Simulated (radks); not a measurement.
Question: The mean radii <r> (bohr) of the occupied orbitals of an atom or ion are listed with their occupations. Method: Dirac Kohn-Sham, exchange-only PBE, spin-unpolarised, spherical densities, finite nucleus; Fermi nuclear charge, rms radius of each element as measured or else 0.836 A^(1/3) + 0.57 fm; computed with a radial shooting solver on a logarithmic mesh with Libxc functionals.

orbital  occ.      <r>
1s1/2       2  0.02842
2s1/2       2   0.1212
2p1/2       2   0.1023
2p3/2       4   0.1077
3s1/2       2   0.3035
3p1/2       2   0.2902
3p3/2       4   0.2988
3d3/2       1   0.2622

Name the element and its charge. Open shells, if any, fill j = l - 1/2 first.

Answer: Z = 51, antimony, charge +32: Sb32+ in [Ar] 3d1. The 1s radius gives Z: for a bare nucleus <r> = (2 gamma + 1)/(2Z) with gamma = sqrt(1 - (Z/c)^2), 0.028 bohr for Z = 51, and screening makes it slightly larger (0.02842 here). The occupations add up to 19, and the charge is Z minus that.
